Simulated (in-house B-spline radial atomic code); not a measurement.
**Cu5+: [Ar] 3d6**

Level of theory: non-relativistic B3LYP, spin-polarised, spherical fractional occupations, exact exchange averaged over the configuration, point nucleus; calculated with a radial B-spline atomic code at the basis-set limit.

Z_r = [3n² - l(l+1)]/(2<r>); Z_e = n√(-2ε); the last column is Slater's effective charge. Values are occupation-weighted means over spin.

| shell | electrons | ε (eV) | <r> (bohr) | Z_r | Z_e | Slater |
| --- | --- | --- | --- | --- | --- | --- |
| 1s | 2 | -8886.4 | 0.05291 | 28.35 | 25.56 | 28.70 |
| 2s | 2 | -1155.5 | 0.2385 | 25.16 | 18.43 | 24.85 |
| 2p | 6 | -1024.7 | 0.2077 | 24.07 | 17.36 | 24.85 |
| 3s | 2 | -210.46 | 0.7008 | 19.26 | 11.80 | 17.75 |
| 3p | 6 | -168.57 | 0.7182 | 17.40 | 10.56 | 17.75 |
| 3d | 6 | -100.42 | 0.757 | 13.87 | 8.15 | 9.25 |

The least bound orbital is 3d down at -95.58 eV, and it is also the most diffuse (<r> = 0.7713 bohr).
